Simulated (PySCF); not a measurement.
H2SeZn, SMILES [ZnH][SeH].

Geometry: PBE0-D3(BJ)/def2-TZVP.

Level of theory: IEF-PCM-PBE0/def2-SVP run with PySCF 2.14.0.

The values are the electrostatic part of the solvation free energy, E(continuum) − E(gas) at the gas-phase geometry, in a cavity of scaled van der Waals radii (PySCF's table); cavitation and dispersion terms are not included. A continuum can't describe solvent molecules that bind to the metal. In vacuum the orbital gap is 6.70 eV. The dipole moment in vacuum is 1.29 D.

Computed values in water (ε = 78.36), tetrahydrofuran (ε = 7.43), dichloromethane (ε = 8.93):
```csv
solvent,ε,ΔG(elec) (kcal/mol),dipole (D),gap (eV)
water,78.36,-13.3,2.04,7.19
tetrahydrofuran,7.43,-10.6,1.89,7.09
dichloromethane,8.93,-11.0,1.91,7.11
```
